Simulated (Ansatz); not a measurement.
Species: sum formula H9Si3NO, net charge 0, singlet state. 
Structure (B3LYP-D3(BJ)/def2-TZVP (Ansatz, a first-principles code) minimum search):
```xyz
14

Si    -0.0666     0.1478    -0.9932
N     -1.4849     0.6675    -0.1787
Si    -2.6356    -0.2945     0.6896
O      1.2075    -0.0172     0.0208
Si     2.8036    -0.1336     0.3476
H     -0.3411    -1.1708    -1.5974
H      0.2827     1.1633    -2.0112
H     -1.5911     1.6697    -0.0922
H     -4.0198    -0.0034     0.2440
H     -2.3065    -1.7098     0.4143
H     -2.5799    -0.0547     2.1528
H      3.0111     0.1214     1.7896
H      3.5634     0.8641    -0.4430
H      3.2963    -1.4897     0.0120
```
Charge 0, spin multiplicity 1.

Dipole moments at this geometry, in debye (magnitudes).

| level | program | dipole (D) |
|---|---|---|
| SVWN5/def2-TZVPD | Ansatz | 0.89 |
| PBE/def2-TZVPD | Ansatz | 0.90 |
| revPBE/def2-TZVPD | Ansatz | 0.91 |
| r2SCAN/def2-TZVPD | Ansatz | 0.92 |
| B97M-V/def2-TZVPD | Ansatz | 1.00 |
| B3LYP/def2-TZVPD | Ansatz | 0.89 |
| PBE0/def2-TZVPD | Ansatz | 0.89 |
| r2SCANh/def2-TZVPD | Ansatz | 0.91 |
| r2SCAN0/def2-TZVPD | Ansatz | 0.91 |
| HSE06/def2-TZVPD | Ansatz | 0.89 |
| CAM-B3LYP/def2-TZVPD | Ansatz | 0.88 |
| LC-wPBE/def2-TZVPD | Ansatz | 0.90 |
| CCSD(T)/aug-cc-pV(D+d)Z | Ansatz | (withheld) |

Question: Some entries are withheld; supply them.

Answer: 
- CCSD(T)/aug-cc-pV(D+d)Z, dipole (D): 0.88
